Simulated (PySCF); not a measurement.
In(H)(Me)(Et) (C₃H₉In), SMILES C[CH2][InH][CH3]. Coordinates come from a r2SCAN-D4/def2-SVP optimisation. The structure was generated by enumeration; whether it is a known compound was not checked. The def2 effective core potentials stand for the cores of In; spin–orbit coupling is left out. Other conformers were not sampled.

Give the equilibrium geometry at r2SCAN-D4/def2-SVP (PySCF confirms it by a frequency run) as bond lengths and angles. (Estimate from the structure and the level; the computed values follow.)

This is not unique; one that fits is 
Atoms: In1 H2 C3 H4 H5 H6 C7 C8 H9 H10 H11 H12 H13. Bonded distances (Å): In1–H2 1.747, In1–C3 2.176, In1–C7 2.189, C3–H4 1.100, C3–H5 1.102, C3–H6 1.102, C7–C8 1.527, C7–H9 1.106, C7–H10 1.106, C8–H11 1.103, C8–H12 1.103, C8–H13 1.105. Bond angles (°): H2–In1–C3 119.2, H2–In1–C7 119.5, C3–In1–C7 121.3, In1–C3–H4 112.1, In1–C3–H5 109.9, In1–C3–H6 109.8, H4–C3–H5 108.8, H4–C3–H6 108.8, H5–C3–H6 107.3, In1–C7–C8 115.8, In1–C7–H9 106.5, In1–C7–H10 106.5, C8–C7–H9 111.2, C8–C7–H10 111.2, H9–C7–H10 105.1, C7–C8–H11 112.0, C7–C8–H12 112.0, C7–C8–H13 112.1, H11–C8–H12 106.6, H11–C8–H13 106.9, H12–C8–H13 106.9.
Charge 0, spin multiplicity 1.
